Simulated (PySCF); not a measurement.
## Excitation energy of Ir²⁺ by level of theory

Ir²⁺ [Xe] 4f14 5d7 (4F) → Ir²⁺ [Xe] 4f14 5d6 6p1 (high-spin determinant), as a difference of total energies. Calculation: PySCF 2.14, in aug-cc-pwCVDZ-PP with ECP60MDF (6s6p5d3f, 70 functions); a scalar-relativistic core potential. Correlated levels: valence: 5s2 5p6 frozen. The calculations carry no spin-orbit coupling.

```
           method  excitation energy (cm⁻¹)
              UHF                     69992
    MP2 (valence)                     75165
SCS-MP2 (valence)                     78422
   CCSD (valence)                     74545
CCSD(T) (valence)                     74467
```

The determinant of the upper state mixes LS terms, which raises its energy above the lowest term, most at the Hartree-Fock and MP2 levels.
